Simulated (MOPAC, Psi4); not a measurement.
Interaction energy of CO ··· H2S (SMILES [C-]#[O+] and S). Monomers: optimised at B3LYP-D3(BJ) (def2-TZVP), held rigid. Orientation: lowest of the rigid-body minima from ten starts at GFN2-xTB. R is the distance of the centres of mass, along which the second monomer moves.

Methods: PM7, restricted, heats of formation (MOPAC); HF/aug-cc-pVTZ, counterpoise-corrected (Psi4); MP2/aug-cc-pVDZ = DF-MP2/aug-cc-pVDZ, frozen core, counterpoise-corrected (Psi4); CCSD(T)/aug-cc-pVDZ = Psi4 with DF-CCSD(T)/aug-cc-pVDZ, frozen core, counterpoise-corrected.

Interaction energies in kcal/mol:

```tsv
R / Å	PM7	HF/aug-cc-pVTZ	MP2/aug-cc-pVDZ
2.52	3.16	35.89	31.14
2.75	-0.37	20.25	16.74
2.93	-1.09	12.64	9.88
3.16	-1.25	6.72	4.67
3.30	-1.22	4.49	2.78
3.60	-1.04	1.78	0.64
3.89	-0.86	0.63	-0.13
4.41	-0.59	0.00	-0.36
5.13	-0.29	-0.09	-0.22
6.12	-0.03	-0.05	-0.09
7.40	0.04	-0.02	-0.03
```

Problem. Estimate the CCSD(T)/aug-cc-pVDZ values at these points.

Solution. 2.52: 31.93; 2.75: 17.24; 2.93: 10.22; 3.16: 4.86; 3.30: 2.92; 3.60: 0.69; 3.89: -0.10; 4.41: -0.35; 5.13: -0.21; 6.12: -0.09; 7.40: -0.03 (kcal/mol).
